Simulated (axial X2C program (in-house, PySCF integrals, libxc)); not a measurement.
Low determinants of TaB⁻ at the PBE0 level, without spin–orbit coupling

Computed with an axial X2C code built on PySCF integrals. Spin-free means the one-electron spin-free X2C Hamiltonian. Basis: Ta dyall-acv3z [14s15p10d7f4g], B dyall-av3z [8s7p3d2f] (cores contracted in-house); Gaussian nuclei, density fitting, unrestricted open shells. Masses: Ta 180.948 u, B 11.009 u.

Search at 2.140 Å (vertical energies from the lowest determinant):

```json
{"ΔE (eV)": "0.00", "state": "M_S = 5/2, Λ = 0", "electrons beyond evenly filled partner blocks": "σα, π+α, π-α, δ+α, δ-α", "electrons in σ, π, δ, φ": "31 30 14 4"}
{"ΔE (eV)": "0.33", "state": "M_S = 3/2, Λ = 1", "electrons beyond evenly filled partner blocks": "σα, π+α, π-α, π-β, δ+α", "electrons in σ, π, δ, φ": "31 31 13 4"}
{"ΔE (eV)": "0.33", "state": "M_S = 3/2, Λ = 3", "electrons beyond evenly filled partner blocks": "σα, π+α, π+β, π-α, δ+α", "electrons in σ, π, δ, φ": "31 31 13 4"}
{"ΔE (eV)": "0.43", "state": "M_S = 3/2, Λ = 2", "electrons beyond evenly filled partner blocks": "π+α, π-α, δ+α", "electrons in σ, π, δ, φ": "32 30 13 4"}
{"ΔE (eV)": "0.79", "state": "M_S = 7/2, Λ = 1", "electrons beyond evenly filled partner blocks": "2 × σα, 2 × π+α, π-α, δ+α, δ-α", "electrons in σ, π, δ, φ": "30 31 14 4"}
{"ΔE (eV)": "0.86", "state": "M_S = 5/2, Λ = 3", "electrons beyond evenly filled partner blocks": "σα, 2 × π+α, π-α, δ+α", "electrons in σ, π, δ, φ": "31 31 13 4"}
{"ΔE (eV)": "0.91", "state": "M_S = 5/2, Λ = 1", "electrons beyond evenly filled partner blocks": "2 × σα, π+α, π+β, π-α, δ+α, δ-α", "electrons in σ, π, δ, φ": "30 31 14 4"}
```

Lowest determinant, M_S = 5/2, Λ = 0 (beyond evenly filled blocks: σα, π+α, π-α, δ+α, δ-α): Re = 2.134 Å, ωe = 618.3 cm⁻¹.

The determinant in row 2 of the search, M_S = 3/2, Λ = 1 (beyond evenly filled blocks: σα, π+α, π-α, π-β, δ+α), was followed along the bond at PBE0; measured from the minimum of the lowest determinant it gives:

Te = 0.208 eV (1675 cm⁻¹), Re = 2.015 Å, ωe = 703.0 cm⁻¹.

Problem. Compare the bond of the determinant in row 2 with that of the lowest one.

Solution. At PBE0 its Re is 0.119 Å shorter and its force constant, which goes as ωe², is 1.29 times that of the lowest determinant. This determinant mixes spin states, so it has no term energy of its own.

The search compares states at one distance, so a state with another bond length can lie lower; it is not exhaustive and yields mostly the lowest determinant of each block pattern, so other components and higher states of one pattern are missing. These are energies of single determinants, not of spin-adapted states; PBE0 term energies can be off by some tenths of an eV, and the functional has no current term. The lowest determinant need not be the ground state where others lie within half an eV. For an anion, determinants above electron detachment are held by the basis set. Spin–orbit coupling is large for these atoms, so the spin-free order is a model. The highest occupied level of some functionals is positive through self-interaction error; at Hartree–Fock it is bound. Row 1 is spin-contaminated (⟨S²⟩ = 9.01 against 8.75), so its values are not those of a pure state. Row 2 is spin-contaminated (⟨S²⟩ = 3.89 against 3.75), so its values are not those of a pure state. Row 1 has a positive highest level at its minimum. Row 2 has a positive highest level at its minimum.
